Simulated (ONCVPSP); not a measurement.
ruthenium (Ru), ONCV: configuration errors across variants

- Element: Ru (Z = 44)
- Generator: ONCVPSP 4.0.1
- Type: optimised norm-conserving Vanderbilt (ONCV)
- Functional: LDA (Perdew-Zunger)
- Relativity: fully relativistic
- Frozen core: [Ar] 3d10
- Valence charge: 16
- Reference configuration: 4s2 4p6 4d7 5s1
- Partial waves: 4s+5s: rc 1.70 bohr, ncon 5, nbas 8, qcut 5.5 1/bohr, 3 projectors, debl 3.3 Ha; 4p: rc 1.90 bohr, ncon 4, nbas 8, qcut 6.4 1/bohr, 2 projectors, debl 1.5 Ha; 4d: rc 1.60 bohr, ncon 3, nbas 6, qcut 5.5 1/bohr, local
- Local potential: the d channel
- Core correction: Teter function, fcfact 2.75, rcfact 1.65

Open shells are filled in proportion to 2j + 1.

In the p channel the program set the typed energies aside and used -1.670, 0.250 Ha (j = l + 1/2; the other j can differ).

All-electron excitation energies from the reference (eV): (1) 4s2 4p6 4d7 5s0 7.615; (2) 4s2 4p6 4d6 5s0 26.052; (3) 4s2 4p6 4d5 5s0 56.897; (4) 4s2 4p6 4d6 5s1 10.323.

2 further variants failed, have other tests or another functional or relativity, and are left out.

A true bound ghost makes a file unfit for plane-wave use even where its test errors are small: the radial tests pick states by their node count and pass the ghost by.

Errors AE − PS in meV (a dash: test not solved or not reliable):

```csv
change,(1),(2),(3),(4),bound ghosts,GHOST(+) flags above zero
base,-0.9,-11,-31,-6.3,"p3/2, p1/2",s
"d: ncon 5, nbas 8",-1.2,-2.2,-5.5,-1.1,none,"s, p1/2"
p: qcut 9.5,-1.1,-11,-30,-6.5,"p3/2, p1/2",s
"all radii but the core radius scaled by about 0.93 (s 1.58, p 1.76, d 1.48 bohr)",-0.9,-7.2,-20,-4.6,"p3/2, p1/2",s
"core correction Teter function, fcfact 2.75, rcfact 1.94",-1.4,-13,-44,-8.3,"p3/2, p1/2",s
"core correction Teter function, fcfact 3.1, rcfact 1.65",-0.9,-11,-31,-6.4,"p3/2, p1/2",s
```

Question: Give the same row for: p: qcut 8.2.

Answer: -0.9, -11, -30, -6.3; bound ghosts: p3/2, p1/2; GHOST(+) flags above zero: s.
